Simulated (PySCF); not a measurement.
Se(Br)(OSiH3) (BrH3OSeSi), SMILES O([Se]Br)[SiH3]. Atoms are numbered in the order given.

```xyz
7

Se     0.0708    -0.2388     1.0141
Br     1.0626     1.2461    -0.5281
O     -0.5246    -1.5897    -0.0487
Si    -2.0108    -1.3472    -0.8761
H     -3.1185    -1.0724     0.1013
H     -2.2451    -2.6388    -1.5999
H     -1.8848    -0.2075    -1.8449
```

Coordinates come from a PBE-D3(BJ)/def2-SVP optimisation. This is a generated structure with no PubChem entry under its InChIKey; it may be hypothetical. One conformer was computed; it need not be the lowest.

All values below come from PBE-D3(BJ)/def2-SVP (PySCF).

Frequencies are harmonic and unscaled.

Computed vibrational spectrum:
| mode | ν (cm⁻¹) | IR (km/mol) | moving atoms (share of kinetic energy) |
|---|---|---|---|
| 1 | 54 | 0.4 | H 31 %, Si 29 %, Br 18 %, Se 15 % |
| 2 | 86 | 0.8 | H 65 %, Si 16 %, Br 13 % |
| 3 | 155 | 1.0 | Si 34 %, O 26 %, H 21 %, Se 18 % |
| 4 | 195 | 1.6 | O 63 %, Br 14 %, H 11 %, Se 10 % |
| 5 | 280 | 21.3 | Se 54 %, Br 42 % |
| 6 | 534 | 16.9 | O 50 %, Se 18 %, H 18 %, Si 14 % |
| 7 | 674 | 34.6 | H 84 %, Si 8 % |
| 8 | 691 | 54.9 | H 73 %, O 17 %, Si 10 % |
| 9 | 813 | 313.8 | O 72 %, Si 26 % |
| 10 | 896 | 59.5 | H 96 % |
| 11 | 908 | 95.6 | H 95 % |
| 12 | 933 | 147.3 | H 93 % |
| 13 | 2173 | 69.6 | H 98 % |
| 14 | 2187 | 81.1 | H 96 % |
| 15 | 2202 | 102.3 | H 96 % |
